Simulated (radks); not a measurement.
Values are calculated unless marked as measured or tabulated.
Dynamic dipole polarisability and lines of the lanthanum ion La11+, [Kr] 4d10. Code: a radial shooting solver on a logarithmic mesh with Libxc functionals. Model: scalar-relativistic Kohn-Sham, PBE, spin-polarised, spherical densities, finite nucleus; Fermi nuclear charge, rms radius of each element as measured or else 0.836 A^(1/3) + 0.57 fm. Time-dependent linear response with the Hartree and adiabatic LDA kernel, continuum included through the Sternheimer equations, no spin-orbit coupling, so fine structure and intercombination lines are absent. Lines are the poles of the dipole polarisability below minus the highest occupied eigenvalue, found on a grid refined at the orbital gaps; the lowest seven at most are given, and weak or close lines can be missed. The first line takes the name of the lowest orbital gap if no other gap lies below it; otherwise a line is named after a gap within 0.6 % of it, if that gap stands alone.

photon energy (eV)  alpha (bohr^3)
0                           0.4961
12.969                      0.5009
30.262                      0.5236
47.554                      0.5708
64.846                      0.6588
82.139                      0.8356
99.431                       1.361
116.72                       1.500
134.02                      -6.625
151.31                      -1.028
168.60                     -0.3826
185.89                     -0.8677
203.19                     -0.2259
220.48                     -0.1472
237.77                    -0.06574
255.06                    -0.06640

Lines (eV, oscillator strength): 108.79 (11.40 nm, unassigned), f = 1.07; 130.40 (9.508 nm, unassigned), f = 8.51; 175.00 (7.085 nm, unassigned), f = 0.197; 177.08 (7.002 nm, unassigned), f = 0.0836; 183.71 (6.749 nm, 4p-5s), f = 0.525; 205.57 (6.031 nm, unassigned), f = 0.0432; 206.20 (6.013 nm, unassigned), f = 0.0502. Higher lines, where found, are left out when the end of the mesh affects them. Those listed give 92 % of the static polarisability (sum of f/w^2). Orbital energy gaps for comparison: 4d-4f 105.25 eV; 4d-5p 107.44 eV; 4d-5f 173.86 eV; 4d-6p 174.71 eV; 4p-5s 182.85 eV.
